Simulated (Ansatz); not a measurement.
Level of theory: frozen-core CCSD(T)/def2-TZVPP // PBE0-D3(BJ)/def2-TZVP in Ansatz (a first-principles code).

Ansatz 0.2 input:
```yaml
crystal:
  periodic: [false, false, false]
  atoms:
    - { symbol: Cl, position_ang: [1.528763, -0.259316, -0.000005] }
    - { symbol: B, position_ang: [-0.001256, 0.525929, -0.000001] }
    - { symbol: Cl, position_ang: [-1.527507, -0.266613, 0.000006] }
basis:
  gaussian: { orbitals: def2-TZVPP }
correlation:
  method: ccsd_t
magnetization:
  spin_polarized: true
  initial_magnetization: 1
```

Output:

```
Functional definition: HF
700 factors; integrals over basis functions are off by at most 5.9e-4 eV
mean field evaluation 1: about -25678.9513 eV, gradient 1.1e1 eV
mean field evaluation 2: about -25678.9547 eV, gradient 1.1e1 eV
mean field evaluation 4: about -25680.2217 eV, gradient 2.5e0 eV
mean field evaluation 8: about -25680.3361 eV, gradient 1.4e-1 eV
mean field evaluation 16: about -25680.3145 eV, gradient 8.5e-1 eV
mean field evaluation 32: about -25677.7823 eV, gradient 2.5e-3 eV
mean field -25680.33644994 eV, -943.7349577780 hartree, gradient 2.1e-6 eV, S^2 0.755814; 1 other end points of the search recorded, 0 dependent functions left out
determinant -25680.33644994 eV, -943.7349577780 hartree, with singles and doubles -25693.48366115 eV, -944.2181088786 hartree
determinant -25677.78233702 eV, -943.6410958595 hartree, with singles and doubles -25691.14163835 eV, -944.1320411281 hartree
11 core orbitals not correlated
reference -25680.33644994 eV, -943.7349577780 hartree; 9, 8 occupied and 95, 96 virtual orbitals, 700 factors
second order -12.16628094 eV of doubles, -0.00000000 eV of singles
cycle   1  -13.08289352 eV  change   -5.7e-1 eV  update   2.0e-2
cycle   2  -13.11735864 eV  change   -3.4e-2 eV  update   5.7e-3
cycle   3  -13.11848789 eV  change   -1.1e-3 eV  update   2.9e-3
cycle   4  -13.12034735 eV  change   -1.9e-3 eV  update   1.3e-3
cycle   5  -13.12056084 eV  change   -2.1e-4 eV  update   5.0e-4
cycle   6  -13.12059864 eV  change   -3.8e-5 eV  update   1.6e-4
cycle   7  -13.12060789 eV  change   -9.3e-6 eV  update   5.8e-5
cycle   8  -13.12062410 eV  change   -1.6e-5 eV  update   2.1e-5
perturbative correction -0.60863512 eV, -0.0223669281 hartree
Total energy: -25694.06570916 eV, -944.2394987484 hartree
```

Cost: roughly 20 core-seconds.
